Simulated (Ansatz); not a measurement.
Reaction (atomization): `O[SiH2]/C=C/F` → 2 C• + F• + 5 H• + O• + Si•

Gas-phase electronic energies from Ansatz, PBE0-D4/def2-TZVP geometries. CCSD(T)/CBS is the MP2 limit (def2-TZVPP, def2-QZVPP) plus CCSD(T) − MP2 in def2-TZVPP, frozen cores. This one scheme is used for every species, atoms too. For atomizations the MP2-based limit and the directly extrapolated one differ by several kJ/mol either way, and by 10 to 25 for some Ge, Se and Sn compounds, so smaller differences from it don't rank the levels. DFT in def2-TZVPP. HSE06 is defined as in plane-wave codes. No spin–orbit coupling; open shells (•) take unrestricted orbitals. Spin–orbit coupling would lower the free atoms: a little for C, F, O, Si. Each species was taken in one conformer, which may not be the lowest.

| level | ΔE (kJ/mol) |
| --- | --- |
| HSE06-D4 | 3862.0 |
| CCSD/def2-SVP | 3588.6 |
| HF/CBS(def2) | 2808.6 |
| MP2/CBS(def2) | 3956.8 |

(1) What does CCSD(T)/CBS give? (An estimate is asked.)

Largest T1 diagnostic among the species: 0.012.

Results:

(1) The calculation gave: +3872.1 kJ/mol. The listed levels differ from it by -10.1, -283.5, -1063.5, 84.7 kJ/mol.

From PBE to PBE0 (25 % exact exchange), in def2-TZVPP and without D4, ΔE moves by −83.6 kJ/mol: exact exchange takes away binding that semilocal exchange gives to molecules. In def2-TZVPP, CCSD(T) changes the Hartree–Fock value by +965.5 kJ/mol (the triples alone add +61.2 kJ/mol) and MP2 by +1050.1 kJ/mol; breaking electron pairs costs correlation energy, which Hartree–Fock lacks. The D4 term adds +29.2 kJ/mol with B3LYP and +15.2 kJ/mol with PBE0; it sums over pairs of atoms, weighted by their polarisabilities, and B3LYP, whose exchange is more repulsive, gets the larger term.

B3LYP here is the variant with VWN-RPA as its local correlation; programs differ in this.
